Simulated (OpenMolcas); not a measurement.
# Pt5+ in a point-charge field

Pt5+ among 6 point charges of -0.98 e arranged as a trigonal prism (D3h), 2.12 Å from the ion, with a polar angle of 44.7° against the regular 49.1°.
```
   1.4907    0.0000    1.5074  -0.98
  -0.7453    1.2910    1.5074  -0.98
  -0.7453   -1.2910    1.5074  -0.98
   1.4907    0.0000   -1.5074  -0.98
  -0.7453    1.2910   -1.5074  -0.98
  -0.7453   -1.2910   -1.5074  -0.98
```

```json
{
  "Program": "OpenMolcas 26.06",
  "Method": "CASSCF",
  "Basis": "ANO-RCC-VDZP [7s6p4d2f]",
  "Scalar Hamiltonian": "DKH2, point nucleus",
  "Active space": "5 electrons in 5 orbitals (5d)",
  "State averaging": "2S+1 = 6 even, 1 root; 2S+1 = 4 even, 24 roots; 2S+1 = 2 even, 75 roots",
  "Spin-orbit coupling": "RASSI with atomic mean-field integrals over the reference wave functions"
}
```

The lowest spin-free states (labels of D3, the rotations of D3h), above the lowest:

```json
{"State": "6A1", "Degeneracy": "1", "E (cm-1)": "0.0", "Free-ion L (%)": "S (100)"}
{"State": "4A2", "Degeneracy": "1", "E (cm-1)": "28603", "Free-ion L (%)": "G (94)"}
{"State": "4A1", "Degeneracy": "1", "E (cm-1)": "28608", "Free-ion L (%)": "G (94)"}
{"State": "4E", "Degeneracy": "2", "E (cm-1)": "29000", "Free-ion L (%)": "G (81)"}
{"State": "4E", "Degeneracy": "2", "E (cm-1)": "29365", "Free-ion L (%)": "G (95)"}
{"State": "4A1", "Degeneracy": "1", "E (cm-1)": "29890", "Free-ion L (%)": "G (100)"}
{"State": "4E", "Degeneracy": "2", "E (cm-1)": "30121", "Free-ion L (%)": "G (100)"}
{"State": "4E", "Degeneracy": "2", "E (cm-1)": "33282", "Free-ion L (%)": "D (40)"}
{"State": "4A2", "Degeneracy": "1", "E (cm-1)": "35229", "Free-ion L (%)": "P (100)"}
{"State": "4E", "Degeneracy": "2", "E (cm-1)": "35572", "Free-ion L (%)": "D (93)"}
{"State": "4A1", "Degeneracy": "1", "E (cm-1)": "37190", "Free-ion L (%)": "D (100)"}
{"State": "4E", "Degeneracy": "2", "E (cm-1)": "38451", "Free-ion L (%)": "D (47)"}
{"State": "2E", "Degeneracy": "2", "E (cm-1)": "41684", "Free-ion L (%)": "I (87)"}
{"State": "2A1", "Degeneracy": "1", "E (cm-1)": "42022", "Free-ion L (%)": "I (91)"}
{"State": "2A2", "Degeneracy": "1", "E (cm-1)": "42023", "Free-ion L (%)": "I (91)"}
{"State": "2E", "Degeneracy": "2", "E (cm-1)": "42137", "Free-ion L (%)": "I (95)"}
{"State": "2A1", "Degeneracy": "1", "E (cm-1)": "42322", "Free-ion L (%)": "I (97)"}
{"State": "2E", "Degeneracy": "2", "E (cm-1)": "42805", "Free-ion L (%)": "I (97)"}
{"State": "2E", "Degeneracy": "2", "E (cm-1)": "43089", "Free-ion L (%)": "I (100)"}
{"State": "2S+1 = 2", "Degeneracy": "2", "E (cm-1)": "43240", "Free-ion L (%)": "I (100)"}
```

The lowest levels with spin-orbit coupling:

```
E (cm-1)  Degeneracy  Label      2S+1                g
     0.0           2   E1/2  6 (80 %)   0.00 0.00 9.55
   364.0           2   E3/2  6 (83 %)   0.00 0.00 5.77
   462.7           2   E1/2  6 (84 %)   1.92 5.78 5.78
   19095           2   E1/2  4 (57 %)   0.00 0.00 5.78
   22971           2   E3/2  4 (59 %)   0.00 0.00 3.27
   23013           2   E1/2  4 (55 %)   0.94 2.86 2.86
   26538           2   E1/2  4 (89 %)   0.00 0.00 8.34
   27493           2   E3/2  4 (88 %)   0.00 0.00 3.21
   28057           2   E1/2  4 (87 %)   0.00 0.00 5.48
   28544           2   E3/2  4 (81 %)  0.00 0.00 11.55
   29211           2   E1/2  4 (75 %)   0.00 0.00 9.08
   29627           2   E1/2  4 (84 %)   1.52 3.97 3.97
   29764           2   E1/2  4 (74 %)   0.00 0.00 6.50
   29952           2   E3/2  4 (85 %)   0.00 0.00 3.50
   30476           2   E3/2  4 (75 %)   0.00 0.00 4.33
   30489           2   E1/2  4 (81 %)   1.16 5.96 5.96
   30819           2   E1/2  4 (75 %)  0.00 0.00 13.37
   31405           2   E1/2  4 (87 %)   0.03 0.03 0.77
   31492           2   E3/2  4 (88 %)   0.00 0.00 3.31
   31857           2   E1/2  4 (85 %)   0.00 0.00 6.11
```

Powder χT (cm3 K/mol): 2.86 at 2 K, 2.9 at 10 K, 3.07 at 50 K, 3.29 at 100 K, 3.62 at 200 K, 3.8 at 300 K. The effective moment at 300 K is 2.828 √(χT) = 5.51 μB.

Without dynamic correlation the repulsion within the d shell is too large (B by tens of per cent), so at a given field states of lower spin stand too high. Point charges give a weaker field than real ligands, and real ions of this kind are as a rule low spin; the high spin found here belongs to the model. This is an electrostatic model: the charges have no orbitals. No measured value stands beside these numbers.

A state without a sure symmetry label is named by its multiplicity alone.
